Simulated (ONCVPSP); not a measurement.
# Configuration tests for aluminium (ONCV)

Al, optimised norm-conserving Vanderbilt (ONCV), made with ONCVPSP 4.0.1 (LDA (Perdew-Zunger), scalar-relativistic). Core [Ne], reference 3s2 3p1. Waves: 3s: rc 1.55 bohr, ncon 3, nbas 6, qcut 4.3 1/bohr, 2 projectors, debl 1.6 Ha; 3p: rc 2.95 bohr, ncon 4, nbas 8, qcut 3.3 1/bohr, 2 projectors, debl 1.2 Ha. Local part: polynomial inside 1.35 bohr (lpopt 5, dvloc0 1 Ha). Core correction: none.

Energies are relative to the spin-unpolarised reference configuration 3s2 3p1; without spin polarisation the order of configurations can differ from experiment.

```
valence configuration  charge  ΔE all-electron (eV)  error AE − PS (meV)
              3s2 3p0      +1                 5.847                 +1.0
            3s2 3p0.5    +0.5                 2.125                  0.0
              3s0 3p3       0                10.505                  +36
```

Question: What are ΔE and the potential's error for 3s1 3p0?

Answer: ΔE = 25.224 eV all-electron; the error (AE − PS) is +76 meV.

Note: ghosts flagged at negative energy: s at -76.5 eV; no localised positive-energy state flagged. A true bound ghost makes a file unfit for plane-wave use.
